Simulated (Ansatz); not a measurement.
Isolated molecules relaxed with PBE0-D4/def2-TZVP in Ansatz; ΔE leaves out vibrations. CBS: MP2 limit from def2 TZ/QZ plus the TZ coupled-cluster correction, frozen cores. This one scheme is used for every species. DFT in def2-TZVPP. B3LYP here is the variant with VWN-RPA as its local correlation; programs differ in this. def2 core potentials past Kr. For Sn outer-core shells are correlated without core-valence functions, which leaves a few kJ/mol of doubt a bond. Each species was taken in one conformer, which may not be the lowest.

`[NH2][Al]([NH2])[F]` + `[CH3][SnH2][CH2]Cl` → `[NH2][Al]([NH2])[Cl]` + `[CH3][SnH2][CH2]F`  (redistribution)

(1) Is it downhill or uphill in electronic energy at CCSD(T)/CBS, and by how much? (An estimate is asked.)

(2) What do these levels give: PBE0-D4, B3LYP-D4, r2SCAN, MP2/def2-TZVPP, SCS-MP2/def2-TZVPP, CCSD/CBS(def2)? (An estimate is asked.)

Largest T1 diagnostic among the species: 0.012.

Answers

(1) Ansatz gave: Uphill: ΔE = +15.2 kcal/mol.

(2) Ansatz gave: PBE0-D4 12.1, B3LYP-D4 12.8, r2SCAN 12.2, MP2/def2-TZVPP 16.3, SCS-MP2/def2-TZVPP 15.4, CCSD/CBS(def2) 14.9 kcal/mol.

In def2-TZVPP, CCSD(T) changes the Hartree–Fock value by +3.5 kcal/mol (the triples alone add +0.3 kcal/mol) and MP2 by +5.6 kcal/mol.
